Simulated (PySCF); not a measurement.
## Working out the ionisation energy of Ag⁺

Ag⁺ [Kr] 4d10 (1S) → Ag²⁺ [Kr] 4d9 (2D). Calculation: PySCF 2.14, in aug-cc-pVDZ-PP with ECP28MDF (5s5p4d2f, 54 functions); a scalar-relativistic core potential. Frozen: 4s2 4p6. Energies in hartree (1 hartree = 27.21139 eV):

```tsv
part	Ag⁺ (lower)	Ag²⁺ (upper)
UHF	-145.820527	-145.095447
MP2 opposite-spin	-0.188255	-0.142273
MP2 same-spin	-0.107176	-0.082377
```

**Question.** What does Hartree-Fock give?

**Answer.** (-145.095447) − (-145.820527) = 0.725080 hartree = 19.730 eV.

**Question.** What do MP2 and SCS-MP2 (6/5 opposite-spin, 1/3 same-spin) give?

**Answer.** The opposite-spin parts differ by 1.251 eV and the same-spin parts by 0.675 eV. MP2: 19.730 + (1.251) + (0.675) = 21.656 eV. SCS-MP2: 19.730 + 1.2 × (1.251) + (0.675)/3 = 21.456 eV.

Reference: 21.484 eV (measured; NIST Atomic Spectra Database, ionization energies), between the lowest levels; spin-orbit coupling is absent from the calculation.

A double-zeta basis recovers only part of the correlation energy.

What remains against the reference includes basis incompleteness, the frozen core and correlation beyond second order.
